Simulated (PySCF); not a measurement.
## Two-component Hartree-Fock for Lu³¹⁺ (lutetium, charge +31)

Start: [Kr] 4d4; 4d3/2 filled at m_j = -3/2, -1/2, +1/2, +3/2. Calculated with PySCF 2.14 in an even-tempered Gaussian basis (17 s from 2.9 bohr⁻², ratio 2.8; 14 p from 3.8 bohr⁻², ratio 2.8; 9 d from 3.8 bohr⁻², ratio 2.8; 3 f from 15 bohr⁻², ratio 3): generalised Hartree-Fock with the X2C-1e Hamiltonian and a Gaussian nucleus; one run each with spin-orbit coupling (SO) switched off, then screened by Boettger's factors.

```tsv
spinor shell	electrons	ε, spin-free (eV)	ε, screened SO (eV)	weight of nominal j (screened SO)	rms radius, screened SO (bohr)
1s1/2	2	-64834.0	-64815.6	1.000	0.0219
2s1/2	2	-12159.5	-12152.9	1.000	0.0885
2p1/2	2	-10840.1	-11636.6	1.000	0.0754
2p3/2	4	-10840.1	-10509.1	1.000	0.0825
3s1/2	2	-3710.3	-3707.5	1.000	0.225
3p1/2	2	-3306.4	-3481.0	1.000	0.216
3p3/2	4	-3306.4	-3231.5	1.000	0.230
3d3/2	4	-2821.9	-2856.1	1.000	0.203
3d5/2	6	-2821.9	-2795.9	1.000	0.207
4s1/2	2	-1569.2	-1568.0	1.000	0.470
4p1/2	2	-1414.3	-1475.3	1.000	0.475
4p3/2	4	-1414.3	-1386.9	1.000	0.502
4d3/2	4	-1239.6	-1243.5	1.000	0.491
```

```
   quantity     spin-free   screened SO
E (hartree)  -14048.57973  -14064.08644
        M_J             0             0
       ⟨J²⟩         4.002         0.000
       ⟨L²⟩         6.001         2.468
       ⟨S²⟩         6.000         2.468
```

Breit and QED terms are absent; they matter most for the inner s and p1/2 levels.

Densities and radii are taken from the X2C orbitals without a picture-change correction, which distorts them close to the nucleus.

Without spin-orbit coupling the j labels of p, d and f shells carry no meaning; the spin-free column gives the mean over the occupied spinors of each nl shell, and its ⟨J²⟩ belongs to a mixture of degenerate components.
